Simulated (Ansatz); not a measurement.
```yaml
crystal:
  periodic: [false, false, false]
  atoms:
    - {symbol: Ga, position_ang: [-0.230325, -1.723895, 2.641896]}
    - {symbol: Ga, position_ang: [1.350257, 1.467739, -0.936336]}
    - {symbol: Ga, position_ang: [-1.279180, 1.065608, -1.450392]}
    - {symbol: As, position_ang: [0.891593, 0.492250, 1.476735]}
    - {symbol: As, position_ang: [0.543525, -0.010560, -2.790594]}
    - {symbol: As, position_ang: [0.210180, -1.398937, 0.054300]}
    - {symbol: As, position_ang: [-1.486049, 0.107795, 1.004390]}
basis:
  gaussian: {orbitals: def2-TZVPD, initial_orbitals: start.molden}
total_charge: -1
magnetization: {spin_polarized: true, initial_magnetization: 4}
hamiltonian: {xc: pbe0, dispersion: d4}
scf: {omitted_lower_state_checks: [starts]}
output: {orbitals: {seedname: orbitals}}
```

The file start.molden holds the orbitals of an earlier run on this structure, at another level or in another basis.

```sh
$ ansatz run in.yaml --threads 4 --pin off --events-out ev --progress --plain --max-ram 6963MiB
```

**Question.** Does this run fit into the memory that it is given?

**Answer.** No. It has 378 basis functions, and Ansatz plans for 8 GiB where 7 GiB are given.
